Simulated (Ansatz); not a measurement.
C2H8AlB, SMILES `C[B](C)[AlH2]`. Total charge 0; spin multiplicity 1. The structure was optimised at the PBE0-D4/def2-TZVP level.

```xyz
12

C    -1.112   -0.532   -0.991
B    -0.023    0.015   -0.006
C    -0.268    1.424    0.635
Al    1.736   -1.122    0.447
H    -0.772   -1.220   -1.768
H    -1.784   -1.123   -0.344
H    -1.737    0.246   -1.442
H     0.237    2.122   -0.054
H     0.178    1.604    1.616
H    -1.320    1.729    0.653
H     1.757   -2.229    1.600
H     3.108   -0.915   -0.347
```

What is the dipole moment at r2SCAN/def2-TZVPP? (Estimate.)

The calculation gave: 1.49 D, with components (-1.22, 0.79, -0.31) D in this frame, pointing from negative to positive charge.

And with PBE, B3LYP, ωB97M-V? (Best estimate.)

Ansatz gave: PBE 1.51 D, B3LYP 1.44 D, ωB97M-V 1.45 D.

Give the Mulliken charges with r2SCAN, PBE, ωB97M-V in def2-TZVPP. (An estimate is asked.)

The calculation gave: 
| atom | r2SCAN | PBE | ωB97M-V |
| --- | --- | --- | --- |
| C1 | -0.23 | -0.33 | -0.36 |
| B2 | 0.09 | 0.12 | 0.02 |
| C3 | -0.23 | -0.33 | -0.36 |
| Al4 | 0.35 | 0.19 | 0.29 |
| H5 | 0.05 | 0.10 | 0.10 |
| H6 | 0.07 | 0.11 | 0.12 |
| H7 | 0.05 | 0.09 | 0.10 |
| H8 | 0.07 | 0.11 | 0.12 |
| H9 | 0.05 | 0.10 | 0.10 |
| H10 | 0.05 | 0.09 | 0.10 |
| H11 | -0.17 | -0.12 | -0.12 |
| H12 | -0.17 | -0.12 | -0.12 |

B3LYP here is the variant with VWN-RPA as its local correlation; programs differ in this.
